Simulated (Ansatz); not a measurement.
# A barrier at the coupled-cluster level

Start structure (ZnNH$_{4}$ClO, closed shell), relaxed at PBE0-D4/def2-TZVP:

| atom | x (Å) | y (Å) | z (Å) |
| --- | --- | --- | --- |
| Zn1 | -0.2168 | -0.6439 | -0.7308 |
| O2 | 1.5976 | -0.6667 | -0.7533 |
| Cl3 | -2.1766 | -1.2096 | -1.3786 |
| H4 | 0.6547 | 0.9587 | 1.0674 |
| N5 | -0.3215 | 0.7645 | 0.8671 |
| H6 | 2.0104 | -1.2384 | -1.4008 |
| H7 | -0.7857 | 1.6315 | 0.6242 |
| H8 | -0.7620 | 0.4038 | 1.7050 |

The step: ZnHClO ([OH][Zn][Cl]) + NH₃ → ZnNH₂Cl ([NH2][Zn][Cl]) + H₂O (still joined by a long Zn–O bond); bonds formed: O2–H4; dative contacts that become bonds: Zn1–N5; bonds broken: H4–N5; bonds weakened to dative contacts: Zn1–O2. Computed with Ansatz 0.2.0 (basis: def2-TZVPP and def2-QZVPP); correlated methods freeze the cores. The 3s and 3p shells of Cu and Zn are frozen; filled d shells are correlated. Extrapolation: Hartree–Fock as exp(−7.88 √X), correlation as X^−2.97. Energies below are by CCSD(T) at an estimated basis limit (MP2 extrapolated from triple and quadruple zeta, plus CCSD(T) − MP2 in triple zeta).

Question: What are the electronic barrier and the energy of the step, from the start structure to the end structure? (Judge from chemistry; the value comes from the calculation.)

Answer: By the calculation: Barrier 89.5 kJ/mol; step energy 63.4 kJ/mol (uphill); reverse barrier, their difference, 26.2 kJ/mol. Barrier and step energy count from the start structure, the reverse barrier from the end structure.

The saddle point: One imaginary mode of 1011i cm⁻¹.
| pair | start (Å) | saddle (Å) | end (Å) |
| --- | --- | --- | --- |
| Zn1–N5 | 2.13 | 1.96 | 1.87 |
| O2–H4 | 2.62 | 1.18 | 0.98 |
| Zn1–O2 | 1.81 | 2.03 | 2.22 |
| H4–N5 | 1.02 | 1.35 | 2.07 |

Zero-point energy (harmonic, PBE0-D4): ZPE is 138.2 kJ/mol at the start and 126.0 kJ/mol at the saddle, so the barrier goes from 89.5 to 77.4 kJ/mol.

The T1 diagnostic stays at or below 0.014.

Labels in which every atom is bracketed show which atoms are joined, not bond orders.

For scale, one of the runs: CCSD(T)/def2-TZVPP, 224 basis functions, launched by `ansatz run in.yaml --threads 8 --pin off --events-out ev --progress --plain --max-ram 19148MiB`. The run took 49 s on 8 CPU threads of an Arm Neoverse V2 (shared host), with 3.6 GiB of host memory at its peak.
